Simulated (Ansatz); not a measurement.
Stepwise reaction of `C[SiH](N)N` with hydrogen chloride, as a gas-phase model of exchange steps in deposition or etching. ΔE in kJ/mol; ΔG adds harmonic PBE0-D4 terms to CCSD(T)/CBS, at 1 bar.

Program: Ansatz. Geometries: PBE0-D4/def2-TZVP. ΔE: electronic, gas phase. CBS: MP2 limit from def2 TZ/QZ plus the TZ coupled-cluster correction, frozen cores. This one scheme is used for every species. Functionals use def2-TZVPP. B3LYP here is the variant with VWN-RPA as its local correlation; programs differ in this. One conformer a species, not always the lowest.

```
step                                    reaction  PBE-D4  B3LYP-D4  ωB97M-V  CCSD(T)/CBS  ΔG(400 K)
   1    `C[SiH](N)N` + HCl → `C[SiH](N)Cl` + NH₃   -60.4     -56.2    -57.0        -55.6      -48.3
   2  `C[SiH](N)Cl` + HCl → `C[SiH](Cl)Cl` + NH₃   -41.9     -38.0    -39.1        -39.3      -32.9
```

(1) By hand: ΔE of the 2 steps together at CCSD(T)/CBS.

Answers

(1) (-55.6) + (-39.3) = -94.9 kJ/mol, or -47.5 kJ/mol a step.

In ΔE each step is higher than the one before. All are downhill at CCSD(T)/CBS. ΔG lies between -48.3 and -32.9 kJ/mol a step. PBE-D4 differs from CCSD(T)/CBS by -4.8 to -2.6 kJ/mol a step. Isolated molecules leave out the surface, adducts and barriers. Largest T1 diagnostic: 0.009.
